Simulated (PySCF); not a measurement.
Structure problem from calculated spectra and properties.

Formula: C5H8F2O2.

| Quantity | Value |
| --- | --- |
| 1H NMR | chemical shifts (computed TMS as zero) by class: 6.82 (1 H), 6.30 (1 H), 6.18 (1 H), 3.55 (2 H), 1.44 (3 H) ppm [GIAO PBE0/pcSseg-1] |
| Rotational structure | rotational constants A, B, C: 6.013, 0.576, 0.543 GHz [GFN2-xTB] |
| 13C NMR | chemical shifts (computed TMS as zero) by class: 143.6 (1 C), 129.8 (1 C), 122.9 (1 C), 65.8 (1 C), 17.2 (1 C) ppm [GIAO PBE0/pcSseg-1] |
| NMR, other nuclei | isotropic shieldings of nuclei other than C and H, by class: 198 (1 O), 227 (1 O), 268 (2 F) ppm [GIAO PBE0/pcSseg-1] |
| Dipole | 3.54 D [PBE0/pcSseg-1] |

Gas-phase values; electronic properties from PySCF, density fitting. Levels stand in brackets. One conformer (not necessarily the lowest) at the GFN2-xTB geometry, without solvent, vibrations or thermal averaging. NMR classes are plain means over equivalent atoms (diastereotopic ones count apart unless rotation or inversion swaps them), as if these changed places fast.

**Question.** What is the compound? Reason from the data.

**Answer.** Numbering: `[CH3:1][CH2:2][O:3]/[CH:4]=[CH:5]/[O:6][CH:7]([F:8])[F:9]`. Its formula, C5H8F2O2, gives 1 degree of unsaturation: 0 rings and 1 π bond in the structure found. 5 carbons fall into 5 classes; from least to most shielded: vinylic carbon bearing oxygen [C4] (143.6 ppm), vinylic carbon bearing oxygen [C5] (129.8 ppm), CHF2 carbon [C7] (122.9 ppm), sp3 carbon bound to oxygen [C2] (65.8 ppm), methyl carbon [C1] (17.2 ppm). Hydrogen classes from least to most shielded: 1 H on a vinylic carbon bearing oxygen, C4 (6.82 ppm), 1 H on a CHF2 carbon, C7 (6.30 ppm), 1 H on a vinylic carbon bearing oxygen, C5 (6.18 ppm), 2 H on an sp3 carbon bound to oxygen, C2 (3.55 ppm), 3 H on a methyl carbon, C1 (1.44 ppm). The other shieldings belong to: 198 ppm, ether oxygen [O6]; 227 ppm, ether oxygen [O3]; 268 ppm, fluorine of a CF2 group [F8/F9]. The optimised geometry has point group C1 and is an asymmetric top. Structure: `CCO/C=C/OC(F)F`. Computed isomers that give other values at the same levels: `CCOCO/C(F)=C/F` (13C chemical shifts (computed TMS as zero) by class: 165.5 (1 C), 127.6 (1 C), 97.0 (1 C), 70.3 (1 C), 17.3 (1 C) ppm); `C[C@]1(OC(F)F)CCO1` (13C chemical shifts (computed TMS as zero) by class: 121.2 (1 C), 112.0 (1 C), 66.2 (1 C), 36.3 (1 C), 29.7 (1 C) ppm). The assignments are read from this structure; whether some other isomer fits the data as well wasn't checked.

Shape of the structure used: `[CH3:1][CH2:2][O:3]/[CH:4]=[CH:5]/[O:6][CH:7]([F:8])[F:9]`: C1–C2–O3–C4 -179°, C2–O3–C4–C5 -2°, C4–C5–O6–C7 21°, C5–O6–C7–F8 164°.
